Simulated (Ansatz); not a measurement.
```yaml
crystal:
  periodic: [false, false, false]
  atoms:
    - {symbol: N, position_ang: [-1.349389, -0.970964, -0.260860]}
    - {symbol: Nb, position_ang: [0.397893, -0.105299, -0.537572]}
    - {symbol: N, position_ang: [0.860911, 1.094332, 0.954217]}
    - {symbol: O, position_ang: [1.559520, -1.335351, -0.559949]}
    - {symbol: F, position_ang: [0.357521, 0.884917, -2.147190]}
    - {symbol: H, position_ang: [-1.479281, -1.967538, -0.165586]}
    - {symbol: H, position_ang: [-2.229911, -0.493442, -0.128600]}
    - {symbol: H, position_ang: [0.312851, 1.882561, 1.269133]}
    - {symbol: H, position_ang: [1.658384, 0.964383, 1.559407]}
basis:
  gaussian: {orbitals: def2-TZVPP, fitting: {mean_field: cc-pVTZ-jkfit}}
hamiltonian: {xc: {name: B3LYP}, dispersion: d4}
output: {forces: true}
```

```sh
$ ansatz run in.yaml --threads 4 --pin off --events-out ev --progress --plain --max-ram 10444MiB
```

Output, abridged:

```
Functional definition: B3LYP
Error: <dir> the basis set cc-pVTZ-JKFIT has no functions for Nb
```
